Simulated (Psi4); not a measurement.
Level of theory: SAPT0/jun-cc-pVDZ, frozen core (Psi4).

Psi4 input:

```
molecule {
0 1
C 0.00000056 0.00000072 0.00000129
H -0.60755426 0.88403018 -0.18869714
H -0.43996009 -0.85781910 -0.50677043
H 0.03882491 -0.19191259 1.07140096
H 1.00868888 0.16570080 -0.37593468
--
0 1
C 3.71952751 2.22749103 -0.83678218
N 3.36391281 1.28190782 -1.37818624
H 4.05050402 3.10752547 -0.33289267
units angstrom
symmetry c1
no_reorient
no_com
}
set basis jun-cc-pvdz
set scf_type df
set freeze_core true
energy('sapt0')
```

Part of the output:

```
    SAPT Results
  --------------------------------------------------------------------------------------------------------
    Electrostatics                 -0.68409406 [mEh]      -0.42927550 [kcal/mol]      -1.79608871 [kJ/mol]
      Elst10,r                     -0.68409406 [mEh]      -0.42927550 [kcal/mol]      -1.79608871 [kJ/mol]

    Exchange                        1.30959087 [mEh]       0.82178068 [kcal/mol]       3.43833036 [kJ/mol]
      Exch10                        1.30959087 [mEh]       0.82178068 [kcal/mol]       3.43833036 [kJ/mol]
      Exch10(S^2)                   1.30777846 [mEh]       0.82064337 [kcal/mol]       3.43357187 [kJ/mol]

    Induction                      -0.25363053 [mEh]      -0.15915556 [kcal/mol]      -0.66590686 [kJ/mol]
      Ind20,r                      -0.30310011 [mEh]      -0.19019819 [kcal/mol]      -0.79578924 [kJ/mol]
      Exch-Ind20,r                  0.15922217 [mEh]       0.09991342 [kcal/mol]       0.41803776 [kJ/mol]
      delta HF,r (2)               -0.10975259 [mEh]      -0.06887079 [kcal/mol]      -0.28815538 [kJ/mol]

    Dispersion                     -0.86423112 [mEh]      -0.54231322 [kcal/mol]      -2.26903850 [kJ/mol]
      Disp20                       -0.94872657 [mEh]      -0.59533491 [kcal/mol]      -2.49088127 [kJ/mol]
      Exch-Disp20                   0.08449545 [mEh]       0.05302169 [kcal/mol]       0.22184277 [kJ/mol]
      Disp20 (SS)                  -0.47436329 [mEh]      -0.29766746 [kcal/mol]      -1.24544063 [kJ/mol]
      Disp20 (OS)                  -0.47436329 [mEh]      -0.29766746 [kcal/mol]      -1.24544063 [kJ/mol]
      Exch-Disp20 (SS)              0.04493403 [mEh]       0.02819653 [kcal/mol]       0.11797427 [kJ/mol]
      Exch-Disp20 (OS)              0.03956142 [mEh]       0.02482517 [kcal/mol]       0.10386850 [kJ/mol]

  Total HF                          0.37186628 [mEh]       0.23334962 [kcal/mol]       0.97633479 [kJ/mol]
  Total SAPT0                      -0.49236484 [mEh]      -0.30896360 [kcal/mol]      -1.29270371 [kJ/mol]
```
